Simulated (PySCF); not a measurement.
Computed shifts of a molecule CH7NOSi3, PBE/pcSseg-1 run with PySCF, GIAO, gas phase, atoms alike by connectivity averaged where their shifts nearly agree, in ppm (number of nuclei): ²⁹Si: -11.1 (1), -15.0 (1), -74.6 (1). ¹⁵N: 646.6 (1). ¹³C: 248.7 (1). ¹H: 6.51 (1), 6.05 (1), 5.84 (1), 4.61 (3), 3.06 (1). References: ¹⁷O against H2O (σ = 334.3 ppm); ²⁹Si against TMS (σ = 335.4 ppm); ¹⁵N against NH3 (σ = 267.0 ppm); ¹³C against TMS (σ = 182.0 ppm); ¹H against TMS (σ = 31.49 ppm), references at their B3LYP-D3(BJ)/def2-TZVP geometries, non-relativistic. Geometry: TPSSh-D3(BJ)/def2-SVP. One conformer was computed; it need not be the lowest.

Task: Which structure fits?
A. O[SiH2][Si@H]1N=C[SiH2]1
B. O[Si@H]1N=C([SiH3])[SiH2]1
C. [SiH3]OC1=N[SiH2][SiH2]1
D. O[Si@]1([SiH3])C=N[SiH2]1

Result: B, O[Si@H]1N=C([SiH3])[SiH2]1
